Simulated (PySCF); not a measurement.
hydrogen bromide (HBr), singlet, geometry from GFN2-xTB; PySCF with PBE0/6-31G.

PySCF was given this input:
```python
from pyscf import gto, scf, dft

mol = gto.Mole()
mol.atom = '''
    Br   -0.000000   -0.000000   -0.038935
    H     0.000000    0.000000    1.362726
'''
mol.basis = '6-31g'
mol.charge = 0
mol.spin = 0
mol.verbose = 4
mol.build()

mf = dft.RKS(mol)
mf.xc = 'pbe0'
mf.kernel()
```

Problem. What does PySCF print? Leave out banner, timings and long lists.

Solution. 
```
PySCF version 2.14.0

[INPUT] verbose = 4
[INPUT] num. atoms = 2
[INPUT] num. electrons = 36
[INPUT] charge = 0
[INPUT] spin (= nelec alpha-beta = 2S) = 0
[INPUT] symmetry False subgroup None
[INPUT] Mole.unit = angstrom
[INPUT] Symbol           X                Y                Z      unit          X                Y                Z       unit  Magmom
[INPUT]  1 Br     0.000000000000   0.000000000000  -0.038935000000 AA    0.000000000000   0.000000000000  -0.073576486660 Bohr   0.0
[INPUT]  2 H      0.000000000000   0.000000000000   1.362726000000 AA    0.000000000000   0.000000000000   2.575178922824 Bohr   0.0

nuclear repulsion = 13.2137530987878
number of shells = 13
number of NR pGTOs = 94
number of NR cGTOs = 29
basis = 6-31g
ecp = {}

******** <class 'pyscf.dft.rks.RKS'> ********
method = RKS
initial guess = minao
damping factor = 0
level_shift factor = 0
DIIS = <class 'pyscf.scf.diis.CDIIS'>
diis_start_cycle = 1
diis_space = 8
diis_damp = 0
SCF conv_tol = 1e-09
SCF conv_tol_grad = None
SCF max_cycles = 50
direct_scf = True
direct_scf_tol = 1e-13
XC library pyscf.dft.libxc version 7.1.2
    S. Lehtola, C. Steigemann, M. J. T. Oliveira, and M. A. L. Marques,  SoftwareX 7, 1–5 (2018)
XC functionals = pbe0
    C. Adamo and V. Barone,  J. Chem. Phys. 110, 6158 (1999)
    M. Ernzerhof and G. E. Scuseria,  J. Chem. Phys. 110, 5029 (1999)
radial grids:
    Treutler-Ahlrichs [JCP 102, 346 (1995); DOI:10.1063/1.469408] (M4) radial grids

becke partition: Becke, JCP 88, 2547 (1988); DOI:10.1063/1.454033
pruning grids: <function nwchem_prune>
grids dens level: 3
symmetrized grids: False
atomic radii adjust function: <function treutler_atomic_radii_adjust>
small_rho_cutoff = 0
Set gradient conv threshold to 3.16228e-05
Initial guess from minao.
tot grids = 30232
init E= -2572.98339158057
  HOMO = -0.346714023874991  LUMO = 0.000874344123616311  gap/eV = 9.45836
cycle= 1 E= -2574.05456589839  delta_E= -1.07  |g|= 0.25  |ddm|= 1.15
  HOMO = -0.290313823260879  LUMO = 0.00889690276014266  gap/eV = 8.14194
cycle= 2 E= -2574.0611679101  delta_E= -0.0066  |g|= 0.216  |ddm|= 0.652
  HOMO = -0.321993286786756  LUMO = 0.00729582241165483  gap/eV = 8.96041
cycle= 3 E= -2574.07038598451  delta_E= -0.00922  |g|= 0.0106  |ddm|= 0.279
  HOMO = -0.320919499961788  LUMO = 0.0107735398095445  gap/eV = 9.02583
cycle= 4 E= -2574.07040776739  delta_E= -2.18e-05  |g|= 0.00171  |ddm|= 0.0146
  HOMO = -0.320354962424696  LUMO = 0.0110359056972826  gap/eV = 9.01760
cycle= 5 E= -2574.07040891652  delta_E= -1.15e-06  |g|= 0.000359  |ddm|= 0.00435
  HOMO = -0.320502888588787  LUMO = 0.0109521551732388  gap/eV = 9.01935
cycle= 6 E= -2574.07040896144  delta_E= -4.49e-08  |g|= 7.6e-06  |ddm|= 0.000731
  HOMO = -0.320500909265589  LUMO = 0.010952891141184  gap/eV = 9.01932
cycle= 7 E= -2574.07040896146  delta_E= -2.05e-11  |g|= 3.76e-07  |ddm|= 2.85e-05
  HOMO = -0.320500888665083  LUMO = 0.0109530248487992  gap/eV = 9.01932
Extra cycle  E= -2574.07040896147  delta_E= -4.09e-12  |g|= 1.63e-07  |ddm|= 1.02e-06
converged SCF energy = -2574.07040896147
```
